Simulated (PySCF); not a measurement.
Computed properties of Si(H)2(OMe)(PH2) (CH7OPSi), SMILES CO[SiH2]P

CH7OPSi, SMILES CO[SiH2]P. The structure is a stationary point at B3LYP-D3(BJ)/def2-SVP. Other conformers were not sampled. All values are computed for the isolated molecule unless a solvent is named; none is compared with measurement here.

**Structure.** All 27 harmonic modes at B3LYP-D3(BJ)/def2-SVP (PySCF) are real, so it is a minimum. With heavy atoms numbered as in [SiH2:1]([PH2:2])[O:3][CH3:4], the shortest bond between them is O3–C4 at 1.410 Å and the longest Si1–P2 at 2.281 Å.

**Vibrations.** The strongest infrared lines (harmonic, unscaled, degenerate partners summed) lie at 893 cm⁻¹ (346 km/mol, H 81 %, Si 16 %), 1151 cm⁻¹ (180 km/mol, O 42 %, C 33 %, H 23 %), 2188 cm⁻¹ (129 km/mol, H 97 %). The softest mode is at 83 cm⁻¹ and the zero-point energy is 48.3 kcal/mol.

**Electronic structure.** r2SCAN/def2-TZVP (PySCF) places the frontier levels at -6.47 and -0.47 eV, a gap of 6.00 eV, and gives a dipole moment of 0.39 D and a mean polarisability of 69.8 bohr³. PBE/def2-TZVP (PySCF) at the same geometry gives -6.21 and -0.77 eV, so its gap is 0.56 eV narrower. An orbital gap is neither the optical nor the fundamental gap.

**Excitations.** TDA-CAM-B3LYP/def2-SVPD (PySCF) has S1 at 6.34 eV (196 nm, f = 0.017, weak); the most intense of the 10 singlets computed lies at 7.18 eV (f = 0.29). T1 (TDA) is at 5.57 eV, 0.77 eV under S1. TDA-PBE/def2-SVPD (PySCF) puts S1 at 5.68 eV. No vertical singlet excitation falls in the visible range (under 3.1 eV).

**NMR.** GIAO shifts at KT2/pcSseg-1 (PySCF) (non-relativistic, atoms alike by connectivity averaged): ¹³C at 57.4 ppm against TMS; ¹H from 1.8 to 5.9 ppm against TMS; ²⁹Si at -1.5 ppm against TMS.

**Solvation.** SMD-PBE0/6-31G* (PySCF) gives -0.3 kcal/mol in water, -1.9 kcal/mol in 1-octanol, -1.2 kcal/mol in toluene (1 M in both phases, gas-phase geometry); of these solvents 1-octanol holds the molecule best.
